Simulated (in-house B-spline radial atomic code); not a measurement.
The numbers below are computed, except where a source is named.
# Softness against transferability: the 2p channel of O

O, [He] 2s2 2p4, non-relativistic PBE, spherical and spin-unpolarised, from an all-electron radial atomic-structure program (B-spline basis) (atomic units). The all-electron 2p level is ε = -0.332128 hartree and its outer maximum at 0.81 bohr.

Troullier-Martins pseudo-orbitals are made for several radii. The cutoffs (hartree) are the plane-wave energies beyond which the orbital holds less than the named kinetic energy per electron. The phase error is the difference, pseudo minus all-electron, of arctan(R P'/P) at R = 2.01 bohr for all radii, half a hartree below and above the level.

| r_c (bohr) | V_l(0) (hartree) | cutoff for 10 mEh | for 1 mEh | for 0.1 mEh | phase error at ε − 0.5 (mrad) | at ε + 0.5 (mrad) |
| --- | --- | --- | --- | --- | --- | --- |
| 0.92 | -16.29 | 43.8 | 59.6 | 104 | +0.1 | +0.4 |
| 1.06 | -13.73 | 36.3 | 48 | 82.9 | +0.4 | +1.0 |
| 1.22 | -11.59 | 30.1 | 39.1 | 66.4 | +0.8 | +2.1 |
| 1.38 | -9.99 | 25.3 | 32.6 | 54.5 | +1.8 | +4.2 |
| 1.54 | -8.74 | 21.8 | 27.7 | 45.7 | +3.5 | +7.5 |
| 1.71 | -7.69 | 18.7 | 23.7 | 38.7 | +6.7 | +12.8 |

Problem. Which radius needs the lowest cutoff for 0.1 mEh while both phase errors stay within 4.3 mrad?

Solution. The radii within that limit are 0.92, 1.06, 1.22, 1.38 bohr; of these r_c = 1.38 needs the least, 54.5 hartree, that is 109 Ry or 1483 eV.

Problem. What does the larger radius buy, and what does it cost?

Solution. From r_c = 0.92 to 1.71 bohr the cutoff for 1 mEh goes from 59.6 to 23.7 hartree, a factor of 2.51, against 3.45 for a pure 1/r_c² scaling, end to end; step by step it is 59.6, 48, 39.1, 32.6, 27.7, 23.7, and for 0.1 mEh 104, 82.9, 66.4, 54.5, 45.7, 38.7; the number of plane waves goes as the cutoff to the power 3/2, here a factor of 4.0. The larger of the two phase errors is least at r_c = 0.92 bohr, 0.4 mrad; it is 0.4 at the smallest radius and 12.8 at the largest. These errors test the reference atom alone. Large radii also let the cores of neighbours overlap, which an atom doesn't show.
